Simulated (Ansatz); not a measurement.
Born–Oppenheimer molecular dynamics of F2H7N2OTa (13 atoms, charge 0, multiplicity 1). It starts at the highest image of a converged band, a first-order saddle point between two minima.

Theory: RKS PBE0-D4/def2-SVP in Ansatz.

| Quantity | Value |
| --- | --- |
| ensemble | NVE (velocity Verlet) |
| time step | 0.5 fs |
| steps asked | 200 |
| starting velocities drawn for | 100 K |
| seed | 6494 |

First frame:

```xyz
13
Properties=species:S:1:pos:R:3
Ta -0.377 -0.059 0.181
F 1.674 0.981 0.293
N -0.137 -0.617 2.067
H 0.550 -1.204 2.524
H -0.809 -0.265 2.749
N 0.087 -0.663 -1.647
H -0.498 -0.329 -2.414
H 0.823 -1.259 -2.005
O -0.807 1.791 0.133
H -0.143 2.490 0.163
F -2.161 -0.660 0.081
H 1.228 -1.083 0.291
H 1.729 -0.099 0.306
```

Task: How far do the bonds stretch over the last three quarters of this one trajectory? (Pairs bonded in most of those frames.)

Result: 
```
   bond  mean (Å)  spread (Å)  shortest  longest
 Ta1–F2     2.391       0.051      2.30     2.47
 Ta1–N3     1.981       0.005      1.97     1.99
 Ta1–N6     1.980       0.013      1.96     2.00
 Ta1–O9     1.900       0.007      1.89     1.91
Ta1–F11     1.883       0.010      1.87     1.90
Ta1–H12     1.872       0.019      1.84     1.90
Ta1–H13     2.200       0.065      2.10     2.32
 F2–H13     1.023       0.033      0.97     1.10
  N3–H4     1.014       0.020      0.98     1.04
  N3–H5     1.021       0.009      1.00     1.04
  N6–H7     1.022       0.013      1.00     1.04
  N6–H8     1.012       0.006      1.00     1.02
 O9–H10     0.965       0.013      0.94     0.99
```

Mean temperature of the second half: 58 K. The conserved energy stayed within 0.11 meV per atom of its start (net change 0.075 meV per atom), so the integration is sound. A run of 0.1 ps of so small a system gives no equilibrium averages. The orbitals stay closed-shell, which can raise the energy where a bond breaks towards radicals; this wasn't checked here.

The run took 8.2 min on 4 threads of Arm Neoverse V2 (shared host), peak memory 0.4 GiB.
